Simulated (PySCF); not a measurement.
Simulation results for C$_{2}$H$_{6}$BN, FH$_{3}$OSi$_{2}$, FH$_{5}$Si$_{2}$, CH$_{7}$NSi$_{2}$ and others

Computed with PySCF 2.14.0. Calculation on a computer-drawn molecule: the log of a Hartree-Fock and frozen-core CCSD(T) single point meant for a local Hartree-Fock minimum, with one planted fault or none, to be diagnosed. Offsets are logged minus clean, where the clean run is the same molecule without the fault. The reference is restricted for singlets and unrestricted otherwise, and also for a bond in bohr or an excited solution. Adding or removing an electron swaps singlet and doublet. The excited solution moves the top pair (singlet) or top alpha electron (doublet) to the lowest empty orbital. Highest occupied and lowest empty are orbital energies over both spins, largest force is the largest gradient component, triples share is (T) over the correlation energy, the T1 limit is 0.02 restricted and 0.045 unrestricted, electrons count all cores, a negative frequency is imaginary (commonest isotopes), and the dipole is about the centre of nuclear charge.

Common to all runs: meant charge 0; logged SCF converged yes; possible faults no fault, one electron removed, one electron added, multiplicity raised by two, geometry at a saddle point, SCF held on an excited solution, minimal basis STO-3G, one bond length entered in bohr, all coordinates scaled.

(1) 
```xyz
10
formula=C2H6BN meant_multiplicity=1 meant_basis=cc-pVDZ logged_electrons=30 logged_basis_functions=86 logged_spin_squared=2.0207 logged_highest_occupied=-6.6021 logged_lowest_empty=1.6612 logged_largest_force=0.072834 logged_T1_diagnostic=0.020579 logged_D1_diagnostic=0.11464 logged_triples_share=0.029595 logged_CC_converged=yes logged_dipole_magnitude=2.1011 logged_SCF_stable_within_its_kind=yes logged_energy_HF=-158.2506 logged_energy_CCSD(T)=-158.81583 planted_fault=multiplicity_raised_by_two HF_energy_offset_from_clean_run=22.65 CCSD(T)_energy_offset_from_clean_run=36.7
B     -1.1298     2.0137     0.6341
C     -0.1977     1.2167    -0.0342
C      1.0641     0.8303     0.7031
N     -0.2936     0.6345    -1.3270
H     -1.9090     2.6298     1.2636
H      1.0939     1.2388     1.7154
H      1.1407    -0.2584     0.7657
H      1.9502     1.1994     0.1746
H     -1.1025     0.9481    -1.8316
H      0.5144     0.8654    -1.8823
```

Units: logged_highest_occupied, logged_lowest_empty in eV; logged_largest_force in hartree/bohr; logged_dipole_magnitude in debye; logged_energy_HF, logged_energy_CCSD(T) in hartree; HF_energy_offset_from_clean_run, CCSD(T)_energy_offset_from_clean_run in kcal/mol.

Drawn bonds:
```
atom  other atom  order
   1           2      2
   2           3      1
   2           4      1
   1           5      1
   3           6      1
   3           7      1
   3           8      1
   4           9      1
   4          10      1
```

(2) 
```xyz
7
formula=FH3OSi2 meant_multiplicity=1 meant_basis=cc-pV(D+d)Z logged_electrons=48 logged_basis_functions=89 logged_spin_squared=0.811 logged_highest_occupied=-9.3332 logged_lowest_empty=1.3412 logged_largest_force=0.0081129 logged_T1_diagnostic=0.04769 logged_D1_diagnostic=0.23376 logged_triples_share=0.02762 logged_CC_converged=yes logged_dipole_magnitude=1.2085 logged_SCF_stable_within_its_kind=yes logged_energy_HF=-753.92889 logged_energy_CCSD(T)=-754.51825 planted_fault=one_bond_length_entered_in_bohr,row_5_of_the_drawn_bonds HF_energy_offset_from_clean_run=72.99 CCSD(T)_energy_offset_from_clean_run=77.83
F     -1.0607     1.5655     0.8134
Si     0.3975     2.0732     0.2804
O      1.2645     0.7010     0.4595
Si     1.2710    -0.8952     0.9309
H      2.6338    -1.4198     0.7286
H     -0.5415    -2.3384    -0.6211
H      0.9016    -0.9930     2.3562
```

Units: logged_highest_occupied, logged_lowest_empty in eV; logged_largest_force in hartree/bohr; logged_dipole_magnitude in debye; logged_energy_HF, logged_energy_CCSD(T) in hartree; HF_energy_offset_from_clean_run, CCSD(T)_energy_offset_from_clean_run in kcal/mol.

Drawn bonds:
```
atom  other atom  order
   1           2      1
   2           3      1
   3           4      1
   4           5      1
   4           6      1
   4           7      1
```

Notes: T1 above single-reference limit.

(3) 
```xyz
8
formula=FH5Si2 meant_multiplicity=1 meant_basis=cc-pV(D+d)Z logged_electrons=42 logged_basis_functions=85 logged_spin_squared=0 logged_highest_occupied=-3.697 logged_lowest_empty=-4.9667 logged_largest_force=0.065657 logged_CC_converged=no logged_dipole_magnitude=2.8778 logged_SCF_stable_within_its_kind=no logged_energy_HF=-679.69866 planted_fault=SCF_held_on_an_excited_solution HF_energy_offset_from_clean_run=359.8
F     -1.7883     0.9642    -1.6677
Si    -1.0570     2.2135    -0.9323
Si     0.9672     1.4611     0.0210
H     -1.9886     2.7291     0.0910
H     -0.8294     3.2547    -1.9545
H      0.7008     0.4005     1.0203
H      1.6311     2.6048     0.6928
H      1.8641     0.9308    -1.0319
```

Units: logged_highest_occupied, logged_lowest_empty in eV; logged_largest_force in hartree/bohr; logged_dipole_magnitude in debye; logged_energy_HF in hartree; HF_energy_offset_from_clean_run in kcal/mol.

Drawn bonds:
```
atom  other atom  order
   1           2      1
   2           3      1
   2           4      1
   2           5      1
   3           6      1
   3           7      1
   3           8      1
```

Notes: CCSD not converged.

(4) 
```xyz
11
formula=CH7NSi2 meant_multiplicity=1 meant_basis=cc-pV(D+d)Z logged_electrons=48 logged_basis_functions=109 logged_spin_squared=0 logged_highest_occupied=-7.4437 logged_lowest_empty=2.3175 logged_largest_force=4.523e-05 logged_lowest_frequency=169.48 logged_T1_diagnostic=0.014257 logged_D1_diagnostic=0.042673 logged_triples_share=0.033841 logged_CC_converged=yes logged_dipole_magnitude=1.6307 logged_SCF_stable_within_its_kind=yes logged_energy_HF=-674.19531 logged_energy_CCSD(T)=-674.78594 planted_fault=no_fault HF_energy_offset_from_clean_run=0 CCSD(T)_energy_offset_from_clean_run=0
N     -2.2880     0.3469    -0.1538
C     -1.0874     0.6661    -0.8244
Si    -0.5902     2.2227    -1.3673
Si     0.0087    -0.8112    -1.1991
H     -2.8297     1.1419     0.1311
H     -2.1538    -0.2547     0.6397
H      0.5934     2.3697    -2.2202
H     -1.4312     3.4230    -1.2070
H      0.3021    -1.5378     0.0643
H      1.2771    -0.3578    -1.8099
H     -0.6692    -1.7670    -2.1071
```

Units: logged_highest_occupied, logged_lowest_empty in eV; logged_largest_force in hartree/bohr; logged_lowest_frequency in cm⁻¹; logged_dipole_magnitude in debye; logged_energy_HF, logged_energy_CCSD(T) in hartree; HF_energy_offset_from_clean_run, CCSD(T)_energy_offset_from_clean_run in kcal/mol.

Drawn bonds:
```
atom  other atom  order
   1           2      1
   2           3      2
   2           4      1
   1           5      1
   1           6      1
   3           7      1
   3           8      1
   4           9      1
   4          10      1
   4          11      1
```

(5) 
```xyz
7
formula=Al2H3NO meant_multiplicity=1 meant_basis=cc-pV(D+d)Z logged_electrons=44 logged_basis_functions=89 logged_spin_squared=0 logged_highest_occupied=-4.2244 logged_lowest_empty=-3.1416 logged_largest_force=0.0066887 logged_dipole_magnitude=1.4148 logged_SCF_stable_within_its_kind=no logged_energy_HF=-614.71051 planted_fault=SCF_held_on_an_excited_solution HF_energy_offset_from_clean_run=217.5
N     -2.5387     0.5765    -0.6947
Al    -2.3205    -0.6379     0.5620
O     -2.5799    -0.2329     2.1820
Al    -2.8277     0.1258     3.8137
H     -2.4010     0.4091    -1.6738
H     -2.8135     1.5300    -0.5513
H     -1.8840    -2.0924     0.1502
```

Units: logged_highest_occupied, logged_lowest_empty in eV; logged_largest_force in hartree/bohr; logged_dipole_magnitude in debye; logged_energy_HF in hartree; HF_energy_offset_from_clean_run in kcal/mol.

Drawn bonds:
```
atom  other atom  order
   1           2      1
   2           3      1
   3           4      1
   1           5      1
   1           6      1
   2           7      1
```

Notes: coupled-cluster numbers left out as unreliable.

(6) 
```xyz
7
formula=Al2FH3O meant_multiplicity=1 meant_basis=cc-pV(D+d)Z logged_electrons=47 logged_basis_functions=89 logged_spin_squared=0.7664 logged_highest_occupied=0.83897 logged_lowest_empty=5.7528 logged_largest_force=0.056395 logged_T1_diagnostic=0.016706 logged_D1_diagnostic=0.049233 logged_triples_share=0.019051 logged_CC_converged=yes logged_dipole_magnitude=8.8927 logged_SCF_stable_within_its_kind=yes logged_energy_HF=-660.03678 logged_energy_CCSD(T)=-660.5842 planted_fault=one_electron_added HF_energy_offset_from_clean_run=28.58 CCSD(T)_energy_offset_from_clean_run=19.81
F      0.4097     1.7046     0.5279
Al    -1.2111     1.5596     0.8155
O     -1.9100     0.0540     0.6684
Al    -2.5170    -1.5092     0.4930
H     -2.0013     2.8443     1.2105
H     -3.0430    -1.9609    -0.9209
H     -2.5482    -2.4527     1.7534
```

Units: logged_highest_occupied, logged_lowest_empty in eV; logged_largest_force in hartree/bohr; logged_dipole_magnitude in debye; logged_energy_HF, logged_energy_CCSD(T) in hartree; HF_energy_offset_from_clean_run, CCSD(T)_energy_offset_from_clean_run in kcal/mol.

Drawn bonds:
```
atom  other atom  order
   1           2      1
   2           3      1
   3           4      1
   2           5      1
   4           6      1
   4           7      1
```

Notes: highest electron not bound in this basis.

(7) 
```xyz
8
formula=B2ClH4Si meant_multiplicity=2 meant_basis=cc-pV(D+d)Z logged_electrons=46 logged_basis_functions=94 logged_spin_squared=0 logged_highest_occupied=-1.3326 logged_lowest_empty=7.4357 logged_largest_force=0.0364 logged_T1_diagnostic=0.015784 logged_D1_diagnostic=0.046777 logged_triples_share=0.03217 logged_CC_converged=yes logged_dipole_magnitude=5.0497 logged_SCF_stable_within_its_kind=yes logged_energy_HF=-800.1201 logged_energy_CCSD(T)=-800.60899 planted_fault=one_electron_added HF_energy_offset_from_clean_run=-6.862 CCSD(T)_energy_offset_from_clean_run=-33.76
B     -0.0980    -0.8104    -0.3271
B     -0.0843     0.7641    -0.1716
Si     0.8710     1.6010     1.4018
Cl     1.7307     0.1275     2.6280
H     -0.0894    -1.9886    -0.4137
H     -0.6279     1.4830    -0.9654
H     -0.0445     2.3710     2.2694
H      1.9814     2.4806     0.9809
```

Units: logged_highest_occupied, logged_lowest_empty in eV; logged_largest_force in hartree/bohr; logged_dipole_magnitude in debye; logged_energy_HF, logged_energy_CCSD(T) in hartree; HF_energy_offset_from_clean_run, CCSD(T)_energy_offset_from_clean_run in kcal/mol.

Drawn bonds:
```
atom  other atom  order
   1           2      1
   2           3      1
   3           4      1
   1           5      1
   2           6      1
   3           7      1
   3           8      1
```

(8) 
```xyz
6
formula=BClH2OSi meant_multiplicity=1 meant_basis=cc-pV(D+d)Z logged_electrons=47 logged_basis_functions=84 logged_spin_squared=0.7732 logged_highest_occupied=-1.2191 logged_lowest_empty=7.5705 logged_largest_force=0.032871 logged_T1_diagnostic=0.016768 logged_D1_diagnostic=0.057248 logged_triples_share=0.025906 logged_CC_converged=yes logged_dipole_magnitude=3.491 logged_SCF_stable_within_its_kind=yes logged_energy_HF=-849.20544 logged_energy_CCSD(T)=-849.74696 planted_fault=one_electron_added HF_energy_offset_from_clean_run=-10.87 CCSD(T)_energy_offset_from_clean_run=-12.25
O     -0.8958     1.6859    -1.6731
B     -0.9708     0.3414    -1.5847
Si     0.2061    -1.0776    -2.5495
Cl    -1.1669    -1.3499    -4.1433
H     -0.2392     2.0274    -2.2601
H     -1.8202    -0.0766    -0.8349
```

Units: logged_highest_occupied, logged_lowest_empty in eV; logged_largest_force in hartree/bohr; logged_dipole_magnitude in debye; logged_energy_HF, logged_energy_CCSD(T) in hartree; HF_energy_offset_from_clean_run, CCSD(T)_energy_offset_from_clean_run in kcal/mol.

Drawn bonds:
```
atom  other atom  order
   1           2      1
   2           3      1
   3           4      1
   1           5      1
   2           6      1
```
